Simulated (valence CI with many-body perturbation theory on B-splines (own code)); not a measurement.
# E1 transitions of Bi⁷⁶⁺

Level of theory: configuration interaction combined with many-body perturbation theory (CI+MBPT): five valence electrons over a frozen Dirac-Fock core [He], a basis of 11 s, 11 p, 10 d, 8 f, 5 g, 2 h functions for each j, with the one-electron correlation potential Σ1 (screened to all orders), the two-electron term Σ2, the three-electron term Σ3, Breit, model QED; selected single and double excitations, second order for the rest, scaled by the run's own slope (own B-spline code, finite nucleus).

The last digits are not significant, and no measured levels were compared; by estimate large intervals hold to a few tenths of a per cent, small ones and those within an open d or f shell to about a per cent. Among the levels kept, up to 7700 cm⁻¹ of a level comes from second order outside the variational space, and about a tenth of that is noise between levels of different J, which matters for small intervals.

Lines 101 to 150 of 600 in falling wavelength, among levels below 17723 eV, chosen from the strongest by gf and those to the six lowest levels. Wavelengths and rates use the calculated energies. Electric multipoles are in the length gauge, E1 and E2 with the static RPA response of the core. Weak lines are less certain than strong ones. Lines between different terms over intervals too small for the method are left out, as are lines whose strength nearly cancels. The highest levels of a list are the least certain.

Levels are named by their leading jj configuration (3d3/2^4 stands for four electrons in 3d with j = 3/2), which in mixed levels can hold well under half, so a name can repeat and another be missing. Letters in brackets count levels of one name in rising energy.

| λ vac (Å) | Upper | Lower | A (s⁻¹) | S (a.u.) with core polarisation | S without |
| --- | --- | --- | --- | --- | --- |
| 15.02 | (2s 2p1/2 2p3/2^2 3p3/2) J=5/2 [c] | (2s 2p1/2 2p3/2^2 3s) J=3/2 [b] | 2.05e+12 | 2.05e-02 | 2.05e-02 |
| 15.01 | (2s 2p1/2^2 2p3/2 3p3/2) J=5/2 [b] | (2s 2p1/2^2 2p3/2 3s) J=3/2 [b] | 4.07e+12 | 4.08e-02 | 4.08e-02 |
| 15.01 | (2s 2p1/2^2 2p3/2 3d3/2) J=7/2 | (2s 2p1/2^2 2p3/2 3p1/2) J=5/2 | 3.02e+12 | 4.03e-02 | 4.03e-02 |
| 15.01 | (2s 2p1/2 2p3/2^2 3d3/2) J=1/2 [b] | (2s 2p1/2 2p3/2^2 3p1/2) J=1/2 [b] | 2.25e+12 | 7.52e-03 | 7.52e-03 |
| 14.99 | (2s 2p1/2 2p3/2^2 3d3/2) J=5/2 [c] | (2s 2p1/2 2p3/2^2 3p1/2) J=3/2 [b] | 2.33e+12 | 2.33e-02 | 2.33e-02 |
| 14.98 | (2s 2p1/2 2p3/2^2 3p3/2) J=1/2 [b] | (2s 2p1/2 2p3/2^2 3s) J=1/2 [b] | 1.75e+12 | 5.79e-03 | 5.79e-03 |
| 14.98 | (2p1/2^2 2p3/2^2 3p3/2) J=7/2 | (2p1/2^2 2p3/2^2 3s) J=5/2 | 4.29e+12 | 5.69e-02 | 5.69e-02 |
| 14.97 | (2s 2p1/2 2p3/2^2 3d3/2) J=3/2 [a] | (2s 2p1/2 2p3/2^2 3p1/2) J=3/2 [a] | 2.50e+12 | 1.65e-02 | 1.65e-02 |
| 14.97 | (2s 2p1/2 2p3/2^2 3d3/2) J=7/2 [a] | (2s 2p1/2 2p3/2^2 3p1/2) J=5/2 [a] | 2.83e+12 | 3.75e-02 | 3.75e-02 |
| 14.97 | (2s 2p1/2 2p3/2^2 3d3/2) J=9/2 | (2s 2p1/2 2p3/2^2 3p1/2) J=7/2 | 3.05e+12 | 5.05e-02 | 5.05e-02 |
| 14.97 | (2s^2 2p1/2 2p3/2 3p3/2) J=1/2 [a] | (2s^2 2p1/2 2p3/2 3s) J=1/2 | 2.98e+12 | 9.87e-03 | 9.87e-03 |
| 14.97 | (2p1/2^2 2p3/2^2 3p3/2) J=5/2 | (2p1/2^2 2p3/2^2 3s) J=5/2 | 2.24e+12 | 2.22e-02 | 2.22e-02 |
| 14.97 | (2s 2p1/2 2p3/2^2 3p3/2) J=5/2 [d] | (2s 2p1/2 2p3/2^2 3s) J=5/2 [c] | 1.01e+12 | 9.99e-03 | 9.99e-03 |
| 14.97 | (2s 2p1/2 2p3/2^2 3p3/2) J=3/2 [e] | (2s 2p1/2 2p3/2^2 3s) J=3/2 [d] | 1.10e+12 | 7.26e-03 | 7.26e-03 |
| 14.96 | (2s^2 2p3/2^2 3d3/2) J=1/2 | (2s^2 2p3/2^2 3p1/2) J=3/2 | 3.09e+12 | 1.02e-02 | 1.02e-02 |
| 14.96 | (2s^2 2p1/2 2p3/2 3d3/2) J=7/2 | (2s^2 2p1/2 2p3/2 3p1/2) J=5/2 | 3.07e+12 | 4.07e-02 | 4.07e-02 |
| 14.96 | (2s 2p1/2 2p3/2^2 3d3/2) J=3/2 [d] | (2s 2p1/2 2p3/2^2 3p1/2) J=3/2 [b] | 1.28e+12 | 8.49e-03 | 8.49e-03 |
| 14.96 | (2s^2 2p3/2^2 3d5/2) J=7/2 | (2s 2p1/2 2p3/2^2 3s) J=5/2 [a] | 2.11e+12 | 2.78e-02 | 2.78e-02 |
| 14.95 | (2s 2p1/2 2p3/2^2 3d3/2) J=1/2 [a] | (2s 2p1/2 2p3/2^2 3p1/2) J=3/2 [a] | 3.18e+12 | 1.05e-02 | 1.05e-02 |
| 14.94 | (2s 2p1/2^2 2p3/2 3d3/2) J=1/2 [a] | (2s 2p1/2^2 2p3/2 3p1/2) J=3/2 [a] | 3.22e+12 | 1.06e-02 | 1.06e-02 |
| 14.94 | (2s 2p1/2 2p3/2^2 3p3/2) J=3/2 [c] | (2s 2p1/2 2p3/2^2 3s) J=5/2 [b] | 3.32e+12 | 2.18e-02 | 2.18e-02 |
| 14.94 | (2s^2 2p1/2 2p3/2 3d3/2) J=3/2 [a] | (2s^2 2p1/2 2p3/2 3p1/2) J=1/2 | 1.72e+12 | 1.13e-02 | 1.13e-02 |
| 14.92 | (2s 2p1/2 2p3/2^2 3d3/2) J=5/2 [d] | (2s 2p1/2 2p3/2^2 3p1/2) J=3/2 [c] | 2.73e+12 | 2.68e-02 | 2.68e-02 |
| 14.91 | (2s 2p1/2 2p3/2^2 3d3/2) J=3/2 [d] | (2s 2p1/2 2p3/2^2 3p1/2) J=1/2 [b] | 1.36e+12 | 8.87e-03 | 8.87e-03 |
| 14.91 | (2s^2 2p1/2 2p3/2 3p3/2) J=7/2 | (2s^2 2p1/2 2p3/2 3s) J=5/2 | 4.58e+12 | 5.99e-02 | 5.99e-02 |
| 14.89 | (2s^2 2p3/2^2 3p3/2) J=7/2 | (2s^2 2p3/2^2 3s) J=5/2 | 4.69e+12 | 6.12e-02 | 6.12e-02 |
| 14.89 | (2s 2p1/2 2p3/2^2 3d3/2) J=5/2 [a] | (2s 2p1/2 2p3/2^2 3p1/2) J=3/2 [a] | 1.40e+12 | 1.37e-02 | 1.37e-02 |
| 14.89 | (2s^2 2p3/2^2 3p3/2) J=5/2 | (2s^2 2p3/2^2 3s) J=5/2 | 2.46e+12 | 2.40e-02 | 2.40e-02 |
| 14.88 | (2s^2 2p1/2 2p3/2 3p3/2) J=3/2 [a] | (2s^2 2p1/2 2p3/2 3s) J=1/2 | 1.32e+12 | 8.56e-03 | 8.56e-03 |
| 14.85 | (2s 2p1/2 2p3/2^2 3p3/2) J=3/2 [e] | (2s 2p1/2 2p3/2^2 3s) J=3/2 [b] | 8.35e+11 | 5.40e-03 | 5.41e-03 |
| 14.85 | (2s 2p1/2^2 2p3/2 3d3/2) J=1/2 [b] | (2s 2p1/2^2 2p3/2 3p1/2) J=1/2 | 2.77e+12 | 8.94e-03 | 8.94e-03 |
| 14.84 | (2s^2 2p1/2 2p3/2 3p3/2) J=5/2 [a] | (2s^2 2p1/2 2p3/2 3s) J=3/2 [a] | 4.62e+12 | 4.47e-02 | 4.47e-02 |
| 14.81 | (2s 2p1/2 2p3/2^2 3p3/2) J=5/2 [d] | (2s 2p1/2 2p3/2^2 3s) J=3/2 [c] | 3.18e+12 | 3.06e-02 | 3.06e-02 |
| 14.81 | (2s 2p1/2^2 2p3/2 3p3/2) J=5/2 [a] | (2s 2p1/2^2 2p3/2 3s) J=3/2 [a] | 1.89e+12 | 1.82e-02 | 1.82e-02 |
| 14.80 | (2s 2p1/2 2p3/2^2 3p3/2) J=9/2 | (2s 2p1/2 2p3/2^2 3s) J=7/2 | 4.29e+12 | 6.87e-02 | 6.87e-02 |
| 14.80 | (2s 2p1/2 2p3/2^2 3p3/2) J=3/2 [e] | (2s 2p1/2 2p3/2^2 3s) J=1/2 [b] | 1.95e+12 | 1.25e-02 | 1.25e-02 |
| 14.79 | (2s^2 2p1/2 2p3/2 3d3/2) J=1/2 [a] | (2s^2 2p1/2 2p3/2 3p1/2) J=1/2 | 2.81e+12 | 8.98e-03 | 8.98e-03 |
| 14.79 | (2s 2p1/2 2p3/2^2 3p3/2) J=7/2 [a] | (2s 2p1/2 2p3/2^2 3s) J=5/2 [a] | 2.54e+12 | 3.24e-02 | 3.24e-02 |
| 14.77 | (2s 2p1/2 2p3/2^2 3p3/2) J=3/2 [d] | (2s 2p1/2 2p3/2^2 3s) J=1/2 [a] | 4.32e+12 | 2.75e-02 | 2.75e-02 |
| 14.77 | (2s 2p1/2 2p3/2^2 3p3/2) J=5/2 [a] | (2s 2p1/2 2p3/2^2 3s) J=5/2 [a] | 2.53e+12 | 2.42e-02 | 2.42e-02 |
| 14.77 | (2s 2p1/2^2 2p3/2 3p3/2) J=7/2 | (2s 2p1/2^2 2p3/2 3s) J=5/2 | 4.40e+12 | 5.60e-02 | 5.60e-02 |
| 14.77 | (2s 2p1/2 2p3/2^2 3p3/2) J=7/2 [b] | (2s 2p1/2 2p3/2^2 3s) J=7/2 | 2.63e+12 | 3.34e-02 | 3.34e-02 |
| 14.75 | (2s 2p1/2 2p3/2^2 3d3/2) J=7/2 [b] | (2s 2p1/2 2p3/2^2 3p1/2) J=7/2 | 1.75e+12 | 2.21e-02 | 2.21e-02 |
| 14.73 | (2s 2p1/2 2p3/2^2 3p3/2) J=3/2 [a] | (2s 2p1/2 2p3/2^2 3s) J=3/2 [a] | 1.34e+12 | 8.48e-03 | 8.48e-03 |
| 14.73 | (2s 2p1/2 2p3/2^2 3p3/2) J=5/2 [e] | (2s 2p1/2 2p3/2^2 3s) J=5/2 [c] | 8.27e+11 | 7.83e-03 | 7.83e-03 |
| 14.72 | (2s 2p1/2^2 2p3/2 3p3/2) J=1/2 [a] | (2s 2p1/2^2 2p3/2 3s) J=3/2 [a] | 4.00e+12 | 1.26e-02 | 1.26e-02 |
| 14.71 | (2s 2p1/2 2p3/2^2 3p3/2) J=3/2 [f] | (2s 2p1/2 2p3/2^2 3s) J=3/2 [d] | 1.22e+12 | 7.66e-03 | 7.66e-03 |
| 14.67 | (2s^2 2p3/2^2 3p3/2) J=3/2 [b] | (2s^2 2p3/2^2 3s) J=1/2 | 4.24e+12 | 2.65e-02 | 2.65e-02 |
| 14.66 | (2s^2 2p1/2 2p3/2 3d3/2) J=5/2 [b] | (2s^2 2p1/2 2p3/2 3p1/2) J=5/2 | 1.13e+12 | 1.06e-02 | 1.06e-02 |
| 14.66 | (2s 2p1/2 2p3/2^2 3d3/2) J=5/2 [b] | (2s 2p1/2 2p3/2^2 3p1/2) J=7/2 | 8.33e+11 | 7.77e-03 | 7.77e-03 |
